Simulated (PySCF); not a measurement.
An element was calculated at r2SCAN (PySCF 2.14, ECP, a triple-zeta basis, no spin-orbit coupling), in the ground configurations that NIST lists.

```
electron affinity        : 1.754 eV
first ionisation energy  : 7.074 eV
second ionisation energy : 16.348 eV
third ionisation energy  : 25.839 eV
```

Q: Which element is it?

A: Tungsten (W, Z = 74), in aug-cc-pVTZ-PP with ECP60MDF. NIST lists 7.864, 16.37 ± 0.15, 26 ± 0.4 eV for these ionisation energies.
